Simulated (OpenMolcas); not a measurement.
Mn3+ among 6 point charges of -1 e arranged as a trigonal antiprism (D3d), with a polar angle of 61.9° against the regular 54.74°.

```json
{
 "Program": "OpenMolcas",
 "Method": "SS-CASPT2, IPEA 0.25 Eh, imaginary shift 0.1 Eh (closed shells correlated: 3s 3p)",
 "Basis": "ANO-RCC-VDZP [5s4p2d1f]",
 "Scalar Hamiltonian": "DKH2, point nucleus",
 "Active space": "4 electrons in 5 orbitals (3d)",
 "State averaging": "2S+1 = 5 even, 5 roots; 2S+1 = 3 even, 45 roots; 2S+1 = 1 even, 50 roots",
 "Spin-orbit coupling": "RASSI with atomic mean-field integrals over the reference wave functions"
}
```

All point charges move together. At R = 1.89 Å the first state of the same spin is 3340 cm-1, and at R = 2.06 Å it is 2430 cm-1.

**Question.** A third run gives 1740 cm-1. What distance was it run at?

**Answer.** With a power law R^-n the two known points give n = -ln(2430 / 3340) / ln(2.06 / 1.89) = 3.69. Then R = 1.89 × (3340 / 1740)^(1/3.69) = 2.255 Å. The run was at 2.26 Å, so the estimate is off by -0.005 Å.

Roots that are degenerate in the reference are averaged as groups; the widest CASPT2 spread within a group is 120 cm-1 (the 2-fold group of multiplicity 1 near 41900 cm-1 above the lowest state of its run, R = 1.89). Shifts and gaps below about the spread of the groups concerned are not significant. An orbital doublet at a regular site is open to a Jahn-Teller distortion, which this geometry leaves out. Free-ion shares, where given, are those of the reference states; single-state CASPT2 does not remix them. The ground term spreads over less than 5000 cm-1, several times less than with real ligands, so orbital moments are less quenched and χT lies further from the spin-only value than at real sites (holds for R = 2.06; R = 2.26). Point charges carry no covalency, so the field is a model and not that of real ligands. No measured value stands beside these numbers.
